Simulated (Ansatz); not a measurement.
A nudged elastic band was laid between two geometries of CH$_{5}$AsOSi (9 atoms, charge 0, multiplicity 1).

Method: RKS B3LYP-D4/def2-mTZVP (Ansatz 0.2.0).

```json
{
 "movable images": "9",
 "climbing image": "yes",
 "spring": "5.0 eV/Å²",
 "optimiser": "lbfgs",
 "start path": "IDPP",
 "force threshold": "0.03 eV/Å",
 "iteration limit": "60",
 "end points": "relaxed"
}
```

Image 0:

```xyz
9
Properties=species:S:1:pos:R:3
As -1.171 1.743 0.168
Si 0.466 0.040 0.037
C -0.036 -1.689 -0.245
O 0.278 -1.220 1.132
H -0.583 2.461 -1.050
H -0.312 2.574 1.125
H 1.862 0.460 -0.223
H 0.664 -2.441 -0.599
H -1.079 -1.973 -0.362
```

Image 10:

```xyz
9
Properties=species:S:1:pos:R:3
As -0.918 1.783 0.971
Si 0.530 -0.028 0.498
C 0.212 -1.337 -0.730
O -0.130 -1.557 0.706
H -1.787 1.484 -0.249
H -0.035 2.757 0.188
H 1.890 0.176 1.049
H 0.992 -2.008 -1.079
H -0.665 -1.317 -1.371
```

**Question.** What changes between the two ends?

**Answer.** No bond is made or broken. The dihedral H5–As1–Si2–H7 goes from 43 to 154°.

**Question.** What energy profile does the band end with?

**Answer.** The forces met the threshold. The highest image is number 5 of 0 to 10, 0.6 kcal/mol above the ends, which have the same energy within 2 meV. Another band between the same ends (9 images) ends at a top of the same energy, where a vibrational analysis finds 1 clearly imaginary mode.

```tsv
image	path coordinate (Å)	energy (kcal/mol)	dihedral H5–As1–Si2–H7 (°)
0	0.00	0.0	43
1	0.31	0.0	54
2	0.63	0.2	66
3	0.94	0.3	77
4	1.25	0.5	89
5	1.57	0.6	101
6	1.86	0.5	112
7	2.15	0.4	123
8	2.45	0.2	133
9	2.74	0.1	144
10	3.03	0.0	154
```

**Question.** What is the geometry of the highest image?

**Answer.** 
```xyz
9
Properties=species:S:1:pos:R:3
As -1.122 1.710 0.689
Si 0.474 -0.014 0.357
C 0.087 -1.512 -0.606
O 0.013 -1.543 0.878
H -1.188 2.015 -0.808
H -0.036 2.764 0.904
H 1.879 0.350 0.651
H 0.863 -2.161 -1.003
H -0.881 -1.656 -1.079
```

The band took 32 iterations and of the order of 29 core-minutes.

Run time: 15 min on 2 threads of Arm Neoverse V1, with other jobs on the host, peak memory 0.28 GiB.
